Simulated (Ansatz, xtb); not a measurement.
# Two isomers of C4H2BrF2N

Structure I: `Fc1c[nH]c(F)c1Br`, a singlet. Structure II: `N#C/C(=C/Br)C(F)F`, a singlet. Both are isolated molecules in the gas phase, relaxed with B3LYP/def2-SVP; the shapes shown needn't be the lowest conformers.

I (Å):

```xyz
10

C    -1.7001    0.5668   -0.1258
C    -0.3963    0.8360   -0.4719
C    -0.6312   -1.3857   -0.2755
C    -1.8691   -0.8460    0.0040
Br   -3.4355   -1.7674    0.4566
F    -2.6611    1.4636    0.0618
F    -0.2376   -2.6469   -0.2971
N     0.2495   -0.3897   -0.5596
H     0.1087    1.7786   -0.6579
H     1.2225   -0.5360   -0.7965
```

II (Å):

```yaml
atoms:
  - { symbol: C, position_ang: [-1.6044, -0.2907, 1.2633] }
  - { symbol: C, position_ang: [-0.8655, -0.2917, 0.0336] }
  - { symbol: C, position_ang: [0.4794, -0.3523, 0.0871] }
  - { symbol: C, position_ang: [-1.6855, -0.2222, -1.2382] }
  - { symbol: Br, position_ang: [1.6349, -0.3647, -1.3952] }
  - { symbol: F, position_ang: [-2.5355, -1.2766, -1.2861] }
  - { symbol: F, position_ang: [-2.4299, 0.9104, -1.2347] }
  - { symbol: N, position_ang: [-2.2079, -0.2897, 2.2548] }
  - { symbol: H, position_ang: [1.0065, -0.4003, 1.0417] }
  - { symbol: H, position_ang: [-1.0516, -0.2316, -2.1383] }
```

Quicker runs give these differences E(II) − E(I): GFN2-xTB +37.67 kcal/mol; HF/STO-3G +17.27 kcal/mol (at GFN2-xTB geometries); r2SCAN-D4/def2-SVP +12.90 kcal/mol (at GFN2-xTB geometries).

Problem. Estimate E(II) − E(I) at the level CCSD(T)/def2-SVP + ΔMP2/def2-TZVPP.

Solution. Too close to call at this level: CCSD(T)/def2-SVP + ΔMP2/def2-TZVPP gives E(II) − E(I) = −1.31 kcal/mol.

The same difference at several levels:

```json
{"level": "GFN2-xTB", "geometry": "GFN2-xTB", "E(II) − E(I) (kcal/mol)": "+37.67", "departure from the last row (kcal/mol)": "+38.98", "job, with rough time for the two": "optimisation, 0.17 s"}
{"level": "HF/STO-3G", "geometry": "GFN2-xTB", "E(II) − E(I) (kcal/mol)": "+17.27", "departure from the last row (kcal/mol)": "+18.58", "job, with rough time for the two": "single point, 0.76 s"}
{"level": "r2SCAN-D4/def2-SVP", "geometry": "GFN2-xTB", "E(II) − E(I) (kcal/mol)": "+12.90", "departure from the last row (kcal/mol)": "+14.20", "job, with rough time for the two": "single point, 6.6 s"}
{"level": "B3LYP/def2-SVP", "geometry": "B3LYP/def2-SVP", "E(II) − E(I) (kcal/mol)": "+7.98", "departure from the last row (kcal/mol)": "+9.29", "job, with rough time for the two": "optimisation, 50 s"}
{"level": "HF/def2-SVP", "geometry": "B3LYP/def2-SVP", "E(II) − E(I) (kcal/mol)": "−1.81", "departure from the last row (kcal/mol)": "−0.50", "job, with rough time for the two": "part of the CCSD(T) run"}
{"level": "MP2/def2-SVP", "geometry": "B3LYP/def2-SVP", "E(II) − E(I) (kcal/mol)": "+1.69", "departure from the last row (kcal/mol)": "+3.00", "job, with rough time for the two": "part of the CCSD(T) run"}
{"level": "CCSD(T)/def2-SVP", "geometry": "B3LYP/def2-SVP", "E(II) − E(I) (kcal/mol)": "−1.30", "departure from the last row (kcal/mol)": "+0.01", "job, with rough time for the two": "single point"}
{"level": "CCSD(T)/def2-SVP + ΔMP2/def2-TZVPP", "geometry": "B3LYP/def2-SVP", "E(II) − E(I) (kcal/mol)": "−1.31", "departure from the last row (kcal/mol)": "", "job, with rough time for the two": "single point, 2.6 min"}
```

As drawn, II has 1 C≡N, 2 C–C, 1 C=C, 1 C–H in place of 3 C∷C, 2 C∷N, 1 N–H (∷ is an aromatic bond). Structure I has a 5-membered ring (with an aromatic ring), II no ring.

GFN2-xTB, HF/STO-3G, r2SCAN-D4/def2-SVP, B3LYP/def2-SVP, MP2/def2-SVP put the two in the other order. The largest departure from CCSD(T)/def2-SVP + ΔMP2/def2-TZVPP is that of GFN2-xTB, 38.98 kcal/mol. The last row adds to CCSD(T) the change of the MP2 difference between the two basis sets, here −0.01 kcal/mol.

With thermal terms from frequencies at re-optimised GFN2-xTB minima (ideal gas, soft modes damped towards free rotors, one conformer each, 298.15 K, 1 atm): on the last row, ΔE + ΔZPE = −3.05, ΔH = −2.32, ΔG = −4.36 kcal/mol.

The correlated steps freeze 16 core orbitals; the filled d shell of Br is correlated, in a basis made for valence electrons. Programs: Ansatz 0.2.0, xtb 6.7.1; the last row on 4 threads of Arm Neoverse N1 on a shared host.
